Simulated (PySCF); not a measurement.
Compound: BeMeI, CH₃BeI.
SMILES: `[CH3][Be][I]`

A linear-response calculation (PySCF, def2-SVPD basis, gas phase, vertical, core orbitals frozen in the response) gave these numbers; the functional is withheld.

Orbital energies (eV): HOMO-3 -11.26, HOMO-2 -10.32, HOMO-1 -9.14, HOMO -9.14, LUMO 0.48, LUMO+1 0.49, LUMO+2 0.52.

```tsv
state	E (eV)	f	main configurations (H = HOMO, L = LUMO)
S1	6.18	0.0000	H-1/H→L/L+1 (≥78%)
S2	6.25	0.0001	H-1/H→L/L+1 (≥88%)
S3	6.25	0.0000	H-1/H→L/L+1 (≥88%)
S4	6.65	0.074	H-1/H→L+2 (≥69%)
S5	6.65	0.074	H-1/H→L+2 (≥70%)
S6	7.02	0.191	H-1/H→L/L+1 (≥67%)
```

Triplets, Tamm–Dancoff:

| state | E (eV) | λ (nm) | main configurations (H = HOMO, L = LUMO) |
| --- | --- | --- | --- |
| T1 | 5.80 | 213.7 | H-1/H→L/L+1 (≥76%) |
| T2 | 5.98 | 207.4 | H-1/H→L/L+1 (≥87%) |
| T3 | 5.98 | 207.4 | H-1/H→L/L+1 (≥87%) |

Vertical ionisation energy by ΔSCF with the same functional: 10.34 eV. Mean static polarisability: 62.9 au.

Orbitals of the list HOMO-3 to LUMO+2 that lie within 0.01 eV of each other are written together with a slash and their weights summed (≥ marks a lower bound); for degenerate orbitals outside that list single weights are arbitrary.

Question: Name the functional.
A. CAM-B3LYP
B. B3LYP
C. PBE
D. HF

Answer: A. CAM-B3LYP is range-separated, 19% exact exchange at short range and 65% at long range (ω = 0.33 bohr⁻¹). In this run −ε(HOMO) = 9.14 eV differs from the ΔSCF value by -1.19 eV, and S1 differs from the orbital gap of 9.63 eV by -3.45 eV. The ratio −ε(HOMO)/IP is 0.88. Small neutral molecules mostly give 0.85 to 0.93 with CAM-B3LYP, 0.5 to 0.7 with PBE, 0.67 to 0.83 with B3LYP; with Hartree–Fock the ratio is 1 or more (Koopmans' value less the relaxation energy is the ΔSCF value).

Computed, not measured: TDDFT CAM-B3LYP/def2-SVPD, vertical, gas phase, core orbitals frozen in the response, def2 core potentials past Kr (PySCF). Isolated species at its PBE0-D3(BJ)/def2-SVP geometry, gas phase. Spin–orbit coupling is left out.

On one thread of an Arm Neoverse V1, no GPU (shared host), this took 16 s.
